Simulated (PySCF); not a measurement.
C₄H₄B₂ClF₃.
Z-matrix (Å and degrees, PBE0-D3(BJ)/def2-SVP geometry), rows numbered from 1:
```
B 
C   1  1.5435
B   2  1.5530  1  124.46
F   3  1.3161  2  122.02  1     4.77
F   3  1.3219  2  120.98  1  -175.19
C   2  1.5482  1  117.55  3   172.20
C   6  1.4343  2   60.31  1    86.18
C   7  1.3194  2  144.21  6   179.42
F   8  1.3214  7  122.96  2     0.84
Cl  8  1.7117  7  123.78  2  -179.78
H   1  1.2064  2  120.44  3    14.60
H   1  1.2089  2  118.99  3  -169.82
H   6  1.0948  2  116.33  7   108.21
H   6  1.0948  2  116.70  7  -109.43
```

Linear response at B3LYP/def2-SVPD (PySCF, frozen core in the response, non-relativistic). Isolated species at its PBE0-D3(BJ)/def2-SVP geometry (one conformer only).

Static isotropic polarisability: 91.01 au (13.49 Å³), principal values 75.0, 81.1, 116.9 au.

Problem. What is the polarisability at 1064 nm and at the sodium D line?

Solution. 92.03 au at 1064 nm (+1.1 %), 94.54 au at 589.3 nm (+3.9 %). The rise at 589.3 nm is 3.47 times that at 1064 nm; a pure ω² law gives 3.26. The lowest singlet lies at 259 nm, shorter than both wavelengths.

Problem. What is the isotropic C6 coefficient between two such molecules, C6 = (3/π)∫α(iω)² dω?

Solution. 3299 au (Eh·bohr⁶) by a ten-point quadrature over imaginary frequencies, which is 1970 eV·Å⁶ or 190 J·nm⁶/mol.

Problem. Which effective excitation energy ω̄ makes London's formula C6 = (3/4)α²ω̄ exact here?

Solution. ω̄ = 4·C6/(3α²) = 0.531 Eh = 14.5 eV. A one-pole form α(ω) = α/(1 − ω²/ω̄²) fitted to the 1064 nm value gives 11.1 eV.

Problem. What n − 1 at the D line would an ideal gas of it have at 273.15 K and 1 atm (2.6868 × 10¹⁹ cm⁻³), by n − 1 = 2π·N·α′?

Solution. 23.65 × 10⁻⁴, a formal value whether or not that pressure can be reached.

Problem. The lowest 6 singlets have (eV, f): 4.78, 0.080; 5.68, 0.073; 5.78, 0.003; 6.22, 0.017; 6.62, 0.013; 6.76, 0.053. What share of the static polarisability do they carry in the sum over states α = Σ f/ω²?

Solution. 5.75 au, 6.3 % of α; the largest term, 2.60 au, is that of the state at 4.78 eV. Their oscillator strengths add up to 0.24. Higher states carry the rest.

Problem. How anisotropic is the static polarisability, by Δα² = ½[(α1 − α2)² + (α2 − α3)² + (α3 − α1)²]?

Solution. Δα = 39.2 au, or 0.43 of the isotropic value.

Problem. How many electrons N does the Slater–Kirkwood formula C6 = (3/4)·√N·α^(3/2) need to give this C6?

Solution. N = (4·C6/3)²/α³ = 25.7; the species has 82 electrons in all.

Problem. What three-body coefficient follows from the one-pole estimate C9 = (3/4)·α·C6?

Solution. 225000 au. This is an estimate from the two numbers above, not a computed integral.

Hardware: one thread, Intel Xeon at 2.70 GHz (x86_64), shared host with 64 logical CPUs at a one-minute load of 62. Cost: 1.7 min wall, 0.99 GiB resident at most. This is the whole response run at B3LYP/def2-SVPD, SCF included.
